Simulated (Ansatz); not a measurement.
A first, cheap relaxation of BFH₃NTe, SMILES `NB(F)[TeH]`.

```yaml
crystal:
  periodic: [false, false, false]
  atoms:
    - {symbol: N, position_ang: [0.201400, 0.771600, 1.044600]}
    - {symbol: B, position_ang: [0.185800, -0.539400, 0.340200]}
    - {symbol: F, position_ang: [1.057300, -1.561000, 0.798300]}
    - {symbol: Te, position_ang: [-1.049500, -0.923900, -1.399400]}
    - {symbol: H, position_ang: [0.365200, 1.529200, 0.288100]}
    - {symbol: H, position_ang: [-0.831600, 0.989000, 1.343400]}
    - {symbol: H, position_ang: [0.132600, -0.333500, -2.460800]}
basis:
  gaussian: {orbitals: def2-SVP}
hamiltonian: {xc: pbe, dispersion: d4}
relax: {f_tol: 0.03, max_steps: 200}
```

```sh
$ ansatz run in.yaml --threads 2 --pin off --events-out ev --progress --plain --max-ram 4352MiB
```

It prints (some lines left out):

```
Functional definition: PBE
mean field -12217.27594139 eV, -448.9766096792 hartree, gradient 4.6e-5 eV, S^2 0.000000; 0 other end points of the search recorded, 0 dependent functions left out
relax step   1: F+E_penalty+E_count = -12217.41690125 eV  Δ(F+E_penalty+E_count) = +0.000e0 eV  max|allowed force component| = 2.383e0 eV/Å  Δτ_max = 0.0000 Å  (28 SCF iters, accepted)
mean field -12217.36834794 eV, -448.9800055572 hartree, gradient 6.6e-6 eV, S^2 0.000000; 0 other end points of the search recorded, 0 dependent functions left out
relax step   2: F+E_penalty+E_count = -12217.50686802 eV  Δ(F+E_penalty+E_count) = -8.997e-2 eV  max|allowed force component| = 2.382e0 eV/Å  Δτ_max = 0.1930 Å  (34 SCF iters, accepted)
mean field -12217.47963214 eV, -448.9840951759 hartree, gradient 7.5e-6 eV, S^2 0.000000; 0 other end points of the search recorded, 0 dependent functions left out
relax step   3: F+E_penalty+E_count = -12217.61830661 eV  Δ(F+E_penalty+E_count) = -1.114e-1 eV  max|allowed force component| = 1.731e0 eV/Å  Δτ_max = 0.1372 Å  (35 SCF iters, accepted)
mean field -12217.71617955 eV, -448.9927881328 hartree, gradient 2.4e-5 eV, S^2 0.000000; 0 other end points of the search recorded, 0 dependent functions left out
relax step   4: F+E_penalty+E_count = -12217.85684514 eV  Δ(F+E_penalty+E_count) = -2.385e-1 eV  max|allowed force component| = 1.165e0 eV/Å  Δτ_max = 0.1951 Å  (33 SCF iters, accepted)
mean field -12217.95689529 eV, -449.0016342731 hartree, gradient 2.5e-5 eV, S^2 0.000000; 0 other end points of the search recorded, 0 dependent functions left out
relax step   5: F+E_penalty+E_count = -12218.09826884 eV  Δ(F+E_penalty+E_count) = -2.414e-1 eV  max|allowed force component| = 1.280e0 eV/Å  Δτ_max = 0.2000 Å  (33 SCF iters, accepted)
mean field -12217.98441284 eV, -449.0026455246 hartree, gradient 6.0e-6 eV, S^2 0.000000; 0 other end points of the search recorded, 0 dependent functions left out
relax step   6: F+E_penalty+E_count = -12218.12657418 eV  Δ(F+E_penalty+E_count) = -2.831e-2 eV  max|allowed force component| = 2.394e0 eV/Å  Δτ_max = 0.1954 Å  (33 SCF iters, accepted)
mean field -12218.19878213 eV, -449.0105234506 hartree, gradient 2.2e-5 eV, S^2 0.000000; 0 other end points of the search recorded, 0 dependent functions left out
relax step   7: F+E_penalty+E_count = -12218.34047091 eV  Δ(F+E_penalty+E_count) = -2.139e-1 eV  max|allowed force component| = 1.171e0 eV/Å  Δτ_max = 0.1930 Å  (32 SCF iters, accepted)
mean field -12218.46365407 eV, -449.0202573150 hartree, gradient 2.3e-5 eV, S^2 0.000000; 0 other end points of the search recorded, 0 dependent functions left out
relax step   8: F+E_penalty+E_count = -12218.60542454 eV  Δ(F+E_penalty+E_count) = -2.650e-1 eV  max|allowed force component| = 9.874e-1 eV/Å  Δτ_max = 0.2000 Å  (34 SCF iters, accepted)
mean field -12218.67486581 eV, -449.0280192032 hartree, gradient 2.3e-5 eV, S^2 0.000000; 0 other end points of the search recorded, 0 dependent functions left out
relax step   9: F+E_penalty+E_count = -12218.81576002 eV  Δ(F+E_penalty+E_count) = -2.103e-1 eV  max|allowed force component| = 5.305e-1 eV/Å  Δτ_max = 0.1976 Å  (34 SCF iters, accepted)
mean field -12218.72102664 eV, -449.0297155826 hartree, gradient 1.4e-5 eV, S^2 0.000000; 0 other end points of the search recorded, 0 dependent functions left out
relax step  10: F+E_penalty+E_count = -12218.86244078 eV  Δ(F+E_penalty+E_count) = -4.668e-2 eV  max|allowed force component| = 5.242e-1 eV/Å  Δτ_max = 0.2000 Å  (27 SCF iters, accepted)
mean field -12218.73991075 eV, -449.0304095609 hartree, gradient 1.9e-5 eV, S^2 0.000000; 0 other end points of the search recorded, 0 dependent functions left out
relax step  11: F+E_penalty+E_count = -12218.88072873 eV  Δ(F+E_penalty+E_count) = -1.829e-2 eV  max|allowed force component| = 1.090e0 eV/Å  Δτ_max = 0.1943 Å  (32 SCF iters, accepted)
mean field -12218.80795330 eV, -449.0329100781 hartree, gradient 1.4e-5 eV, S^2 0.000000; 0 other end points of the search recorded, 0 dependent functions left out
relax step  12: F+E_penalty+E_count = -12218.94895922 eV  Δ(F+E_penalty+E_count) = -6.823e-2 eV  max|allowed force component| = 1.161e-1 eV/Å  Δτ_max = 0.1054 Å  (28 SCF iters, accepted)
mean field -12218.80896127 eV, -449.0329471206 hartree, gradient 2.1e-5 eV, S^2 0.000000; 0 other end points of the search recorded, 0 dependent functions left out
relax step  13: F+E_penalty+E_count = -12218.94995727 eV  Δ(F+E_penalty+E_count) = -9.981e-4 eV  max|allowed force component| = 4.615e-2 eV/Å  Δτ_max = 0.0360 Å  (27 SCF iters, accepted)
mean field -12218.80912838 eV, -449.0329532616 hartree, gradient 2.2e-5 eV, S^2 0.000000; 0 other end points of the search recorded, 0 dependent functions left out
relax step  14: F+E_penalty+E_count = -12218.95013052 eV  Δ(F+E_penalty+E_count) = -1.733e-4 eV  max|allowed force component| = 1.222e-2 eV/Å  Δτ_max = 0.0118 Å  (27 SCF iters, accepted)
mean field -12218.80912838 eV, -449.0329532616 hartree, gradient 2.2e-5 eV, S^2 0.000000; 1 other end points of the search recorded, 0 dependent functions left out
Total energy: -12218.95016117 eV, -449.0381361212 hartree
Atom 0 at     0.091831     0.730269     0.700340 Å, force     0.001378    -0.011867     0.005163 eV/Å
Atom 1 at     0.086700    -0.622499     0.331920 Å, force    -0.000882     0.012218    -0.004715 eV/Å
Atom 2 at     0.276148    -1.572792     1.267978 Å, force     0.000262    -0.001374     0.003046 eV/Å
Atom 3 at    -0.217442    -1.338557    -1.728882 Å, force     0.000356    -0.000467    -0.001977 eV/Å
Atom 4 at    -0.046358     1.499992     0.049405 Å, force     0.001647    -0.001410     0.002903 eV/Å
Atom 5 at     0.238874     1.013000     1.671194 Å, force    -0.001691     0.004110    -0.004417 eV/Å
Atom 6 at    -0.368552     0.222588    -2.337554 Å, force    -0.001071    -0.001211    -0.000004 eV/Å
Dipole moment:     0.002048     0.575901     0.156112 e Å
```

Hardware: 2 threads of an Arm Neoverse V2 on a shared host. Wall time 20 s, peak host memory 0.14 GiB.
